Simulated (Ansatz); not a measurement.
Z-matrix (Å, degrees):
```
Si
N 1 1.748
H 1 1.482 2 112.2
H 1 1.492 2 104.1 3 117.6
H 1 1.482 2 112.2 3 -124.8
Si 2 1.728 1 123.3 3 62.3
Si 2 1.725 1 114.7 3 -117.7
Cl 6 2.061 2 106.4 1 0.1
H 6 1.478 2 112.4 1 -116.6
H 6 1.478 2 112.4 1 116.9
Cl 7 2.060 2 107.3 1 180.0
H 7 1.480 2 112.0 1 -62.4
H 7 1.480 2 112.0 1 62.3
```

Total charge 0; spin multiplicity 1.

List the PBE0/def2-TZVPP orbital energies in eV (Ansatz 0.2.0). (Estimate.)

Ansatz gave: Occupied: -2767.66, -2767.51, -1804.13, -1804.03, -1803.23, -391.48, -259.52, -259.37, -197.79, -197.68, -197.66, -197.64, -197.52, -197.51, -146.31, -146.20, -145.52, -101.04, -100.96, -100.93, -100.93, -100.85, -100.82, -100.21, -100.17, -100.15, -24.40, -23.40, -23.07, -16.12, -15.77, -14.16, -12.32, -12.11, -11.85, -10.90, -10.82, -10.58, -10.27, -9.93, -9.68, -9.31, -9.31, -9.19, -8.03. Lowest empty: -0.30, 0.04, 0.46, 0.80, 1.17, 1.29, 1.47, 1.57.
